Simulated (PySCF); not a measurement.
Computed shifts of a molecule CH₅BFNO, KT2/pcSseg-1 (PySCF), GIAO, gas phase, equivalent atoms averaged, in ppm (number of nuclei): ¹⁵N: 71.9 (1). ¹³C: 77.6 (1). ¹⁹F: -335.0 (1). ¹H: 4.68 (2), 3.57 (1), 3.01 (1), 2.43 (1). References: ¹⁵N against NH3 (σ = 266.2 ppm); ¹¹B against BF3 (σ = 89.8 ppm); ¹⁷O against H2O (σ = 330.4 ppm); ¹³C against TMS (σ = 185.1 ppm); ¹⁹F against CFCl3 (σ = 127.1 ppm); ¹H against TMS (σ = 31.47 ppm), references at their B3LYP-D3(BJ)/def2-TZVP geometries, non-relativistic. The structure is a stationary point at PBE0-D3(BJ)/def2-SVP. The values are those of a single conformer.

### Question
Pick the molecule that these values belong to.
(A) COB(N)F
(B) CNB(O)F
(C) NB(O)CF

### Answer
C, NB(O)CF
